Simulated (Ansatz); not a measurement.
Reaction (cleavage of the Si–Sb bond): `C=N[SiH2][SbH2]` + `B1CN1` → `C=N[SiH2]N1BC1` + `[SbH3]`

Isolated molecules relaxed with PBE0-D4/def2-TZVP in Ansatz; ΔE leaves out vibrations. CCSD(T)/CBS adds triple-zeta CCSD(T) − MP2 to the extrapolated MP2 energy (def2 sets, frozen cores). This one scheme is used for every species. Functionals use def2-TZVPP. B3LYP here is the variant with VWN-RPA as its local correlation; programs differ in this. Elements past krypton have def2 core potentials. For Sb outer-core shells are correlated without core-valence functions, which leaves a few kJ/mol of doubt a bond. Each species was taken in one conformer, which may not be the lowest.

```csv
level,ΔE (kcal/mol),difference from CCSD(T)/CBS
PBE-D4,-6.6,3.6
r2SCAN-D4,-10.2,0.0
PBE0-D4,-8.0,2.2
B3LYP-D4,-11.0,-0.8
ωB97X-V,-11.3,-1.1
ωB97M-V,-11.3,-1.1
B2PLYP,-11.6,-1.4
PBE,-6.6,3.6
r2SCAN,-10.0,0.2
PBE0,-8.0,2.2
B3LYP,-11.0,-0.8
HF/def2-TZVPP,-16.2,-6.0
MP2/def2-TZVPP,-11.4,-1.2
SCS-MP2/def2-TZVPP,-12.8,-2.6
CCSD/def2-TZVPP,-12.6,-2.4
CCSD(T)/def2-TZVPP,-11.9,-1.7
HF/def2-QZVPP,-16.5,-6.3
MP2/def2-QZVPP,-10.5,-0.3
SCS-MP2/def2-QZVPP,-11.9,-1.7
HF/CBS(def2),-16.5,-6.3
MP2/CBS(def2),-9.6,0.6
CCSD/CBS(def2),-10.9,-0.7
CCSD(T)/CBS,-10.2,0
```

Largest T1 diagnostic among the species: 0.014.

From PBE to PBE0 (25 % exact exchange), in def2-TZVPP and without D4, ΔE moves by −1.4 kcal/mol. In def2-TZVPP, CCSD(T) changes the Hartree–Fock value by +4.3 kcal/mol (the triples alone add +0.7 kcal/mol) and MP2 by +4.8 kcal/mol.
